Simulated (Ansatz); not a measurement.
`[CH2][N](C)[Ga]([F])[F]` radical at its PBE0-D4/def2-TZVP geometry, where that method's forces vanish. The species carries charge 0 and has multiplicity 2.

```xyz
11

C    -1.2891   -0.3639    0.4284
N    -0.0774   -0.0823    0.2162
C     0.8674   -1.0823   -0.2252
Ga    0.5652    1.9102    0.3728
F     1.2860    1.9501   -1.2633
F    -1.0995    2.5725    0.4529
H    -1.6659   -1.3809    0.3048
H    -1.9614    0.4365    0.7266
H     1.6702   -1.1643    0.5106
H     1.3115   -0.7386   -1.1612
H     0.3929   -2.0569   -0.3626
```

Question: What forces (eV/Å) does r2SCAN-D4/def2-TZVPP give on these atoms in the Gaussian-basis code of Ansatz? (Best estimate.)

Answer: Computed: 
```
C1  -0.376 -0.061  0.074
N2   0.220  0.241 -0.023
C3   0.135 -0.147 -0.064
Ga4  0.001 -0.036  0.034
F5  -0.025 -0.011  0.002
F6   0.021 -0.010 -0.026
H7   0.003 -0.008  0.002
H8   0.018 -0.005 -0.004
H9  -0.005  0.015 -0.016
H10  0.003  0.009  0.018
H11  0.005  0.012  0.003
```
